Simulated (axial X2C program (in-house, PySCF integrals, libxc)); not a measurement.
Which functional? An output for TaF

An SCF output computed with an axial X2C code built on PySCF integrals for TaF at 1.810 Å, two-component, state Ω = 1, Ta dyall-v3z [13s14p9d7f2g], F dyall-v3z [6s5p2d1f] (cores contracted in-house), without its first line:

```
basis functions 205  fitting functions 1138  grid points 5077
iter        total energy     max residual
   1     -15698.005509746     1.03e+00
   2     -15698.058146974     2.66e-02
   3     -15698.061810942     1.47e-01
   4     -15698.065502788     3.46e-02
   5     -15698.067595520     3.49e-02
   6     -15698.069280397     5.71e-02
   7     -15698.070114698     2.84e-02
   8     -15698.070969570     1.93e-02
   9     -15698.071506027     3.08e-02
  10     -15698.072320850     2.69e-02
  11     -15698.072622214     1.05e-02
  12     -15698.072722568     2.28e-03
  13     -15698.072734285     2.22e-03
  14     -15698.072741029     6.58e-04
  15     -15698.072745313     7.99e-04
  16     -15698.072749047     1.23e-03
  17     -15698.072750869     6.53e-04
  18     -15698.072751466     6.35e-05
  19     -15698.072751648     1.85e-04
  20     -15698.072751707     1.24e-04
  21     -15698.072751719     2.71e-05
  22     -15698.072751721     7.39e-06
  23     -15698.072751722     1.03e-05
  24     -15698.072751722     3.89e-06
  25     -15698.072751722     5.02e-07
converged
one-electron -21922.16359429  Coulomb 6371.18332621  exact exchange -325.82100981  xc functional 0.00000000  nuclear repulsion 192.08255667  atomic mean-field constant -13.35403049
```

Task: Which level of theory produced it?
A. PBEsol
B. B97-3
C. HF
D. PBE0

Result: C. The exact-exchange term against the functional term shows a share of 1 of exact exchange.
